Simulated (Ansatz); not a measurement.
The first iterations of a band of ClGaH2 + H2 (6 atoms, charge 0, multiplicity 1).

Method: RKS PBE0/def2-SVP (Ansatz).

- movable images: 3
- climbing image: no
- spring: 5.0 eV/Å²
- optimiser: quadratic models (default)
- start path: through a guess of the saddle point
- force threshold: 0.05 eV/Å
- iteration limit: 60
- end points: relaxed

Image 0:

```xyz
6
Properties=species:S:1:pos:R:3
Ga 0.002 0.174 0.160
Cl -0.013 0.823 2.227
H 1.414 0.072 -0.492
H -1.404 -0.012 -0.487
H 0.077 -2.307 0.526
H 0.069 -2.031 1.240
```

Image 4:

```xyz
6
Properties=species:S:1:pos:R:3
Ga 0.020 -0.454 -0.376
Cl 0.012 -0.050 2.368
H 1.361 0.317 -0.648
H -1.366 0.236 -0.644
H 0.066 -2.010 -0.113
H 0.051 -1.320 2.587
```

| iteration | highest image above the first end (eV) | largest band force component (eV/Å) |
| --- | --- | --- |
| 1 | 1.540 | 2.485 |
| 2 | 1.047 | 1.220 |

Task: Does the band converge within its limit, and where does its top end?

Result: The forces met the threshold. It ended after 6 iterations with the highest image 1.103 eV above the first end. No image climbed, so the highest image needn't sit at the top of the path. So few images can step over the top or miss a turn of the path. The orbitals stay closed-shell, which can raise the energy where a bond breaks towards radicals; this wasn't checked here.

The run took 33 s on 2 threads of Intel(R) Xeon(R) Platinum 8259CL CPU @ 2.50GHz (Skylake/Cascade Lake) (shared host), peak memory 0.16 GiB.
